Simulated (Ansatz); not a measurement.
`[I][Al]1[CH2][CH2]1` + HBr → `[Br][Al]1[CH2][CH2]1` + HI at 400 K and 1 bar (ligand exchange at the Al–I bond).

Computed with Ansatz on PBE0-D4/def2-TZVP structures; ΔE is electronic, products minus reactants. CBS: MP2 limit from def2 TZ/QZ plus the TZ coupled-cluster correction, frozen cores. def2 core potentials past Kr. For Br, I outer-core shells are correlated without core-valence functions, which leaves a few kJ/mol of doubt a bond. Scalar relativity is left out up to krypton.

```
               species  CCSD(T)/CBS energy (Eh)  H − E (kJ/mol)  S (J/(mol·K))
 `[I][Al]1[CH2][CH2]1`               -617.96594           164.4          354.9
                   HBr              -2573.91920            27.6          207.2
`[Br][Al]1[CH2][CH2]1`              -2893.85018           164.7          346.4
                    HI               -298.03592            25.7          215.0
```

H − E and S are ideal-gas, rigid-rotor, harmonic terms from PBE0-D4/def2-TZVP. 1 Eh = 2625.50 kJ/mol, R = 8.31446 J/(mol·K).

Problem. By hand: ΔE, ΔH, ΔS and ΔG.

Solution. ΔE = (-2893.85018) + (-298.03592) − (-617.96594) − (-2573.91920) = -0.00096 Eh = -2.5 kJ/mol. Δ(H − E) = 164.7 + 25.7 − 164.4 − 27.6 = -1.6, so ΔH = -4.1 kJ/mol. ΔS = 346.4 + 215.0 − 354.9 − 207.2 = -0.7 J/(mol·K). ΔG = -4.1 − 400 × (-0.7)/1000 = -3.8 kJ/mol.

Problem. By hand: the equilibrium constant, and the temperature at which ΔG would vanish if ΔH and ΔS stayed fixed.

Solution. log₁₀ K = −ΔG/(RT ln 10) = 0.5. ΔG = 0 at ΔH/ΔS = 5857 K, far beyond where these terms or the molecules hold.

The number of gas molecules stays the same, so ΔS is small and ΔH decides. The sign of ΔG lies within the doubt. A doubt of 5 kJ/mol in ΔE shifts log₁₀ K by 0.7 here. These are equilibria of isolated gas molecules and say nothing of rates. Largest T1 diagnostic: 0.009 (customary marks: 0.02 for closed shells, 0.045 for open ones).
